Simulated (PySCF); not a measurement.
fluorine atom (F), doublet. Base run: B3LYP/3-21G run with PySCF.

Here is a job for PySCF.
```python
from pyscf import gto, scf, dft

mol = gto.Mole()
mol.atom = '''
    F     0.00000000    0.00000000    0.00000000
'''
mol.basis = '3-21g'
mol.spin = 1
mol.verbose = 3
mol.build()

mf = dft.UKS(mol)
mf.xc = 'b3lyp'
mf.kernel()
```

Each row names what was changed in the base input (with any setting that the change needs).

```
change                                    E (Eh)  HOMO (eV)  <S^2>        outcome
-------------------------------------  ---------  ---------  -----  -------------
base                                   -99.18217     -10.16  0.750      converged
functional = bp86                      -99.17317      -8.18  0.750      converged
functional = m062x                     -99.14631     -13.18  0.750      converged
functional = blyp                      -99.16401      -7.84  0.750      converged
functional = revpbe                    -99.14200      -7.99  0.750      converged
functional = b3lyp; dispersion = d3bj  -99.18217     -10.16  0.750      converged
functional = mn15                      -99.00760     -11.51  0.750      converged
functional = wb97x                     -99.16783     -13.27  0.750      converged
functional = r2scan                            -          -      -  not converged
functional = pbe0                      -99.09320     -10.67  0.750      converged
functional = pbe; dispersion = d3zero  -99.07703      -7.99  0.750      converged
functional = x3lyp                     -99.15405     -10.27  0.750      converged
functional = scan                      -99.15630      -8.85  0.750      converged
```

Absolute energies of different levels of theory aren't comparable as measures of quality.

Open shells are given as the SCF converged; they aren't shown to be the lowest states, and a large step between rows can be another state.
